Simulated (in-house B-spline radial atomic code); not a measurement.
Configurations of the gallium ion Ga⁶⁺, with energies counted from [Ar] 3d7. Level of theory: scalar-relativistic (X2C) CAM-B3LYP, spin-polarised, spherical fractional occupations, Fermi nucleus of rms radius 3.9973 fm; calculated with an all-electron radial atomic-structure program (B-spline basis). Shells without spins written out take the highest spin.

Caution: exact exchange at fractional occupations of open shells leaves self-interaction of up to several eV.

Occupations are held fixed; configurations that lie above the ionisation limit could autoionise.

```
       configuration  E - E(ref) (eV)  highest orbital  its <r> (bohr)
        [Ar] 3d6 4s1           43.142            4s up           1.553
        [Ar] 3d6 4d1           79.985            4d up           1.998
        [Ar] 3d6 4f1           97.105            4f up           2.413
[Ne] 3s2 3p5 3d7 4p1           147.74            4p up           1.691
[Ne] 3s2 3p5 3d7 4d1           168.76            4d up           1.997
[Ne] 3s2 3p5 3d7 4f1           185.87            4f up           2.409
```

Q: Order these further configurations by energy, lowest first.
A. [Ne] 3s2 3p5 3d8
B. [Ne] 3s2 3p(2 up, 3 down) 3d(5 up, 2 down) 4f(0 up, 1 down)
C. [Ne] 3s2 3p(3 up, 2 down) 3d(5 up, 2 down) 4d(0 up, 1 down)
D. [Ar] 3d(3 up, 4 down)
E. [Ar] 3d6 4p1

A: D (7.6584 eV), E (59.034 eV), A (86.661 eV), C (169.59 eV), B (192.35 eV).

Q: How far above the reference does [Ar] 3d(3 up, 3 down) 4f(0 up, 1 down) lie?

A: 113.15 eV; its least bound orbital is 4f down with <r> = 2.428 bohr.

Q: How far above the reference does [Ne] 3s2 3p(3 up, 2 down) 3d(5 up, 2 down) 4s(1 up, 0 down) lie?

A: 131.84 eV; its least bound orbital is 4s up with <r> = 1.552 bohr.
